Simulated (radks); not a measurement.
The samarium ion Sm9+ is in [Kr] 4d10 4f(5/2: 2, 7/2: 0) 5s2 5p(1/2: 2, 3/2: 1). Method: Dirac Kohn-Sham, BLYP, spin-unpolarised, spherical densities, finite nucleus; Fermi nuclear charge, rms radius of each element as measured or else 0.836 A^(1/3) + 0.57 fm; computed with a radial shooting solver on a logarithmic mesh with Libxc functionals. Sub-shells are occupied by j as written (lower j first in brackets). One electron is removed from 5p1/2, 5s1/2, 5p3/2, 4f5/2 in turn, with full relaxation. Which removal costs least, and what does each cost?

Answer. 5p3/2 151.77 eV; 5p1/2 158.18 eV; 4f5/2 166.15 eV; 5s1/2 180.74 eV. The 5p3/2 electron leaves first.
